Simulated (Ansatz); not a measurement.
Compare A (`CBNC[SiH3]`) with its isomer B (`CB(C)N[SiH3]`).

Gas-phase electronic energies from Ansatz, PBE0-D4/def2-TZVP geometries. CBS: MP2 limit from def2 TZ/QZ plus the TZ coupled-cluster correction, frozen cores. DFT in def2-TZVPP. B3LYP here is the variant with VWN-RPA as its local correlation; programs differ in this. One conformer a species, not always the lowest.

(1) Which is lower in electronic energy at CCSD(T)/CBS, and by how much? (Best estimate.)

(2) Give E(B) − E(A) in kcal/mol with B3LYP, r2SCAN-D4, PBE-D4, MP2/def2-TZVPP, ωB97M-V, HF/def2-TZVPP, PBE0-D4. (An estimate is asked.)

Largest T1 diagnostic: 0.012.

## Answers

(1) The calculation gave: B, by 31.0 kcal/mol.

(2) Ansatz gave: B3LYP -28.9, r2SCAN-D4 -30.8, PBE-D4 -27.9, MP2/def2-TZVPP -31.8, ωB97M-V -30.6, HF/def2-TZVPP -31.6, PBE0-D4 -29.3. None reverses the order clearly.

The D4 term adds −0.9 kcal/mol with B3LYP and −0.5 kcal/mol with PBE0; it sums over pairs of atoms, weighted by their polarisabilities, and B3LYP, whose exchange is more repulsive, gets the larger term. From PBE to PBE0 (25 % exact exchange), in def2-TZVPP and without D4, E(B) − E(A) moves by −1.5 kcal/mol.
